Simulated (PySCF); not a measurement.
PySCF 2.14 output of an unrestricted BLYP calculation on a single atom or ion in ANO-RCC-VTZP (7s6p4d2f1g, 68 functions), with the spin-free X2C one-electron Hamiltonian (Gaussian nucleus):

```
SCF conv_tol = 1e-09
number electrons alpha = 24  beta = 20
    A. D. Becke.,  Phys. Rev. A 38, 3098 (1988)
    C. Lee, W. Yang, and R. G. Parr.,  Phys. Rev. B 37, 785 (1988)
    B. Miehlich, A. Savin, H. Stoll, and H. Preuss.,  Chem. Phys. Lett. 157, 200 (1989)
cycle= 1 E= -4530.21930457232  delta_E= -0.0177  |g|= 0.105  |ddm|= 0.33
cycle= 2 E= -4530.21491093296  delta_E= 0.00439  |g|= 0.167  |ddm|= 0.203
cycle= 3 E= -4530.22264924884  delta_E= -0.00774  |g|= 0.00707  |ddm|= 0.104
cycle= 4 E= -4530.22267601498  delta_E= -2.68e-05  |g|= 0.00388  |ddm|= 0.029
cycle= 5 E= -4530.22268038338  delta_E= -4.37e-06  |g|= 0.00126  |ddm|= 0.00385
cycle= 6 E= -4530.22268124357  delta_E= -8.6e-07  |g|= 0.000617  |ddm|= 0.00498
cycle= 7 E= -4530.22268139585  delta_E= -1.52e-07  |g|= 3.82e-05  |ddm|= 0.00139
cycle= 8 E= -4530.22268139672  delta_E= -8.72e-10  |g|= 1.87e-05  |ddm|= 0.000119
converged SCF energy = -4530.22268139672  <S^2> = 6.0121888  2S+1 = 5.0048732
```

The run itself started from symmetry-adapted Hartree-Fock orbitals and held the occupation by maximum overlap, on a logarithmic radial grid, so the iterations belong to that start.

Q: Which element, charge and spin multiplicity is this?

A: Ru (ruthenium, neutral), multiplicity 5; the state was [Kr] 4d7 5p1, one real determinant (an excited configuration).

⟨L²⟩ = 13.79 against 20 for a pure G term, so this real determinant mixes terms.
